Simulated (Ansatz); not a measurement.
Ansatz (a first-principles code) input (PBE0/def2-TZVPD):

Ansatz 0.2 input:
```yaml
crystal:
  periodic: [false, false, false]
  atoms:
    - {symbol: F, position_ang: [-0.00000000, -0.00000000, -1.31682833]}
    - {symbol: Ge, position_ang: [0.00000000, 0.00000000, 0.37035797]}
basis:
  gaussian:
    orbitals: def2-TZVPD
hamiltonian:
  xc: {name: PBE0}
total_charge: 1
output: {forces: true}
```

Output:

```
Functional definition: PBE0
integrals: 0.02 GiB planned
623 factors; their error is unknown
mean field: 0.25 GiB planned
mean field evaluation 1: about -59202.2102 eV, gradient 1.0e2 eV
mean field evaluation 2: about -58985.5550 eV, gradient 2.6e2 eV
mean field evaluation 4: about -59218.4441 eV, gradient 9.6e0 eV
mean field evaluation 8: about -59218.5110 eV, gradient 5.6e-2 eV
mean field evaluation 16: about -59218.7509 eV, gradient 3.0e-5 eV
mean field -59218.75090046 eV, -2176.2489556808 hartree, gradient 3.0e-5 eV, S^2 0.000000; 0 other end points of the search recorded, 0 dependent functions left out
the calculation of the forces begins
reference -59218.75092386 eV, -2176.2489565406 hartree; 20, 20 occupied and 74, 74 virtual orbitals, 623 factors
Total energy: -59218.75092386 eV, -2176.2489565406 hartree
Atom 0 at    -0.000000    -0.000000    -1.316828 Å, force     0.000000    -0.000000     0.355598 eV/Å
Atom 1 at     0.000000     0.000000     0.370358 Å, force    -0.000000    -0.000000    -0.355598 eV/Å
Dipole moment:    -0.000000    -0.000000     0.608985 e Å
```
